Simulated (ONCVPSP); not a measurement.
## Scattering properties, ONCV potential for manganese

- Element: Mn
- Generator: ONCVPSP 4.0.1
- Type: optimised norm-conserving Vanderbilt (ONCV)
- Functional: LDA (Perdew-Zunger)
- Relativity: scalar-relativistic
- Frozen core: [Ne]
- Valence charge: 15
- Reference configuration: 3s2 3p6 3d4 (charge +3)
- Partial waves: 3s: rc 1.10 bohr, ncon 5, nbas 9, qcut 11.9 1/bohr, 2 projectors, debl 1 Ha; 3p: rc 1.30 bohr, ncon 4, nbas 7, qcut 9.9 1/bohr, 2 projectors, debl 1.8 Ha; 3d: rc 1.10 bohr, ncon 4, nbas 8, qcut 13.4 1/bohr, local
- Local potential: the d channel
- Core correction: polynomial model core, fcfact 0.65

In the s channel the program set the typed energies aside and used -4.461, 0.250 Ha. In the p channel the program set the typed energies aside and used -3.316, 0.250 Ha.

The phase is arctan(r·R′/R) of the radial function R(r), unwrapped; energies in Ha, scanned from -6 to 5 Ha. A pole is an energy at which the radial function vanishes at the test radius. The pseudo phase is shifted by a multiple of π to meet the all-electron one at the reference energy, and phase errors are pseudo minus all-electron; the curves can meet again beyond the range given. Levels narrower than the energy grid can be missing from the lists of poles.

Problem. For each channel, where are the poles, and over which energies does the pseudopotential scatter like the atom?

Solution.

```tsv
channel	radius (bohr)	reference energy (Ha)	poles, all-electron	poles, pseudo	unbroken range about the reference energy with phases within 0.05 rad	phase error 1 Ha above the reference energy (rad)
s	1.12	-4.46	-2.26	-2.26	below 4.6	+0.000
p	1.32	-3.32	-2.31	-2.31	below 2.4	-0.000
d	1.12	-1.52	0.53	0.66	below 2.1	+0.006
```

Note: ghosts flagged at negative energy: s at -232.4 eV; GHOST(+) flagged for p at 144.4 eV. A true bound ghost makes a file unfit for plane-wave use.

Phases in the d channel:

| E (Ha) | all-electron | pseudo |
| --- | --- | --- |
| -5.96 | 1.110 | 1.120 |
| -5.40 | 1.054 | 1.065 |
| -4.84 | 0.975 | 0.990 |
| -4.28 | 0.859 | 0.876 |
| -3.72 | 0.671 | 0.693 |
| -3.16 | 0.349 | 0.374 |
| -2.60 | -0.165 | -0.147 |
| -2.04 | -0.709 | -0.706 |
| -1.48 | -1.074 | -1.074 |
| -0.92 | -1.289 | -1.287 |
| -0.36 | -1.426 | -1.419 |
| 0.20 | -1.524 | -1.512 |
| 0.76 | -1.602 | -1.582 |
| 1.32 | -1.670 | -1.641 |
| 1.88 | -1.736 | -1.694 |
| 2.44 | -1.808 | -1.747 |
| 3.00 | -1.891 | -1.802 |
| 3.56 | -2.001 | -1.863 |
| 4.12 | -2.158 | -1.938 |
| 4.68 | -2.406 | -2.033 |
